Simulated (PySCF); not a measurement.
The numbers are results of B3LYP-D3(BJ)/def2-TZVP // PBE0-D4/def2-SVP (PySCF), not measurements. Gas-phase values, no solvent. One relaxed conformer stands for a flexible species; it need not be the lowest. B3LYP has the VWN-RPA correlation part, as in Gaussian. Excitations are Tamm–Dancoff values on a coarser integration grid. The basis has no diffuse functions, so Rydberg states are missing or too high.

Reference species (SMILES): `C[O][Sn]([O]C)([O]C)[O]C` (neutral, multiplicity 1).

HOMO: -7.71 eV
S1 oscillator strength: 0.000
S1 excitation (TDA): 4.57 eV

Changed species: `C[O][Sn]([O]C)([NH2])[O]C` (3 of 4 NH2 replaced by OCH3; the reference has 4 of 4 NH2 replaced by OCH3).

Task: What does the change do to the HOMO, S1 oscillator strength and S1 excitation (TDA)?

Result: the HOMO increases by 0.23 eV, to -7.48 eV; the S1 oscillator strength is nearly the same; the S1 excitation (TDA) goes up by 0.21 eV, to 4.78 eV.
